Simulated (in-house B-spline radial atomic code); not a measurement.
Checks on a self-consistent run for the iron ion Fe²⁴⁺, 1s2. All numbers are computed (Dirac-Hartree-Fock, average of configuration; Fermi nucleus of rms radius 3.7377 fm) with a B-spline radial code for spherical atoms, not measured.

```csv
orbital,q,ε (Eh),<1/r>,<r²>,small-component weight
1s1/2,2,-324.79740,26.1555,0.00448285,0.0088641
```

Electron-electron repulsion V_ee = 16.2412 hartree.

(1) What total energy follows from the eigenvalues?

(2) Does the Dirac virial theorem hold?

(3) What diamagnetic shielding (Lamb formula) and susceptibility (Langevin formula) do the radii give?

Results:

(1) The eigenvalues count the repulsion twice, so E = Σqε - V_ee = -649.595 - 16.241 = -665.836 hartree; the run printed -665.836.

(2) For a point nucleus E = -2c²Σq·w, with w the small-component weight. Here Σq·w = 0.017728 and c = 137.0360, so the ratio E/(-2c²Σq·w) is 1.000011; the finite nucleus accounts for the departure from 1.

(3) σ = (α²/3)Σq<1/r> = 52.3109/(3·137.036²) = 928.54 ppm, and χ = -0.79199×10⁻⁶·Σq<r²> = -0.007101×10⁻⁶ cm³/mol with Σq<r²> = 0.0089657 bohr². Both are non-relativistic formulas without the paramagnetism of open shells.
